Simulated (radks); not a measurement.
Values are calculated unless marked as measured or tabulated.
Ionisation of neutral gallium, [Ar] 3d10 4s2 4p1, to [Ar] 3d10 4s2 as the strength of local exchange is varied. Code: a radial shooting solver on a logarithmic mesh with Libxc functionals. Model: Dirac Kohn-Sham, Slater X-alpha exchange (alpha = 2/3 is LDA exchange), no correlation, spin-unpolarised, spherical densities, point nucleus; open shells fill j = l - 1/2 first.

alpha  E(Ga) (hartree)  exchange (hartree)  IE (eV)  -e of the level emptied (eV)  <r> of it (bohr)
0.576      -1928.97651           -60.04884    4.471                 1.520 (4p1/2)             3.735
0.659      -1937.64983           -69.02635    4.960                 1.894 (4p1/2)             3.538
0.667      -1938.48797           -69.89592    5.009                 1.931 (4p1/2)             3.521
0.68       -1939.85076           -71.31058    5.088                 1.994 (4p1/2)             3.494
0.713      -1943.31465           -74.91053    5.293                 2.156 (4p1/2)             3.427

NIST Atomic Spectra Database: 5.999 eV (measured). The central value is not met in this range of alpha. Spin polarisation and multiplet splitting are left out, so open shells lie too high by an amount that depends on their filling.

Beside tabulated values, note that spin-unpolarised runs miss the spin-polarisation part of the exchange energy of open shells.
